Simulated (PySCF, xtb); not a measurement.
CaF, SMILES [F][Ca+], charge +1.

Harmonic wavenumbers (cm⁻¹) from xtb with GFN2-xTB at its own minimum, in rising order: 360.

What does PBE-D3(BJ)/def2-TZVPD (PySCF) give at its own minimum? (Estimate from the structure and the level; the computed values follow.)

677. Paired by order, the mean absolute difference is 317 cm⁻¹ and the zero-point energies are 0.5 and 1.0 kcal/mol.
